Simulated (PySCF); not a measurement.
hexa-1,2-dien-5-yne (C6H6), SMILES C(#C)CC=C=C.

Coordinates come from a ωB97X-D3(BJ)/def2-SVP optimisation. Other conformers were not sampled.

Two levels are set side by side: PBE/def2-TZVP (PySCF) and HF/def2-TZVP (PySCF). Same geometry, gas phase. Differences are taken from unrounded values.

```tsv
quantity	PBE
orbital gap (eV)	5.30
highest occupied level (eV)	-6.30
lowest empty level (eV)	-1.00
dipole moment (D)	0.61
mean polarisability (bohr³)	74.3
```

These are the PBE values. What does HF give? (An estimate is asked for; the answer gives what the named calculation found.)


| quantity | HF | PBE minus HF |
|---|---|---|
| orbital gap (eV) | 13.65 | -8.35 |
| highest occupied level (eV) | -10.03 | 3.73 |
| lowest empty level (eV) | 3.62 | -4.62 |
| dipole moment (D) | 0.56 | 0.05 |
| mean polarisability (bohr³) | 71.3 | 3.0 |

PBE's occupied levels lie high since its potential decays too fast outside the molecule; exact exchange lowers them and widens the gap. Loosely held outer electrons make PBE densities more polarisable. Differences between two approximate levels are no errors against the true value.

Rough cost on one machine, each run with all the roots and properties that it gave: HF against PBE about 1/3.
